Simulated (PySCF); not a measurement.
An unknown is described by computed data only.

Formula: BeBr2.

| Item | Value |
| --- | --- |
| Dipole | 0.00 D [wB97X-D/def2-SVPD] |
| Rotational structure | rotational constant B (linear): 0.841 GHz [PBE0-D3(BJ)/def2-SVP] |
| NMR, other nuclei | isotropic shieldings of nuclei other than C and H, by class: 90 (1 Be), 2673 (2 Br) ppm [GIAO B3LYP/pcSseg-1] |
| UV, first state | lowest singlet excitation: 6.99 eV (177 nm, f = 0.000) [TDDFT wB97X-D/def2-SVPD] |
| XPS | Be1s 122.3 eV [ΔSCF SCAN, pcX-2 on the ionised atom, pcseg-1 elsewhere, spin-free X2C] |
| Triplet | lowest triplet excitation (Tamm–Dancoff): 6.66 eV [TDA wB97X-D/def2-SVPD] |
| Polarisability | 56.5 au [wB97X-D/def2-SVPD] |

Electronic properties: PySCF, gas phase, density fitting. Levels stand in brackets. Geometry: PBE0-D3(BJ)/def2-SVP; no solvent, vibrations or thermal averaging. The calculation (core ionisation apart) is non-relativistic and has no spin–orbit coupling, an omission that weighs most on bromine. NMR values are class means; diastereotopic atoms form classes of their own.

**Question.** What is the compound? Reason from the data.

**Answer.** The other shieldings belong to: 90 ppm, beryllium bonded to 2 Br; 2673 ppm, bromine bonded to Be. The core levels belong to: Be1s 122.3 eV, beryllium bonded to 2 Br. No core level of Br was computed. The vanishing dipole is forced by symmetry. The optimised geometry has point group D∞h and is a linear rotor. Structure: `[Br][Be][Br]`. The assignments are read from this structure; whether some other isomer fits the data as well wasn't checked.
